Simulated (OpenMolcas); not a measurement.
A run on Pd3+ among 6 point charges of -1.7 e arranged as a tetragonal octahedron (D4h), 1.79 Å from the ion, with the axial distance 1.647 Å. The active orbitals were held to one l.
```
   1.7900    0.0000    0.0000  -1.70
   0.0000    1.7900    0.0000  -1.70
  -1.7900    0.0000    0.0000  -1.70
   0.0000   -1.7900    0.0000  -1.70
   0.0000    0.0000    1.6468  -1.70
   0.0000    0.0000   -1.6468  -1.70
```

```yaml
Program: OpenMolcas 26.06
Method: CASSCF
Basis: ANO-RCC-VDZP [6s5p3d1f]
Scalar_Hamiltonian: DKH2, point nucleus
Active_space: 7 electrons in 5 orbitals (4d)
State_averaging: 2S+1 = 4 even, 10 roots; 2S+1 = 2 even, 40 roots
Spin-orbit_coupling: state interaction with AMFI integrals over the reference wave functions
```

43 basis functions. Blocks (2S+1, parity, CSFs, roots kept): 4, even, 10, 10; 2, even, 40, 40.

Question: How long do the RASSCF and RASSI steps take on 1 thread of Arm Neoverse V2, on a shared host?

Answer: About 8.5 s of wall time, without the integral step.
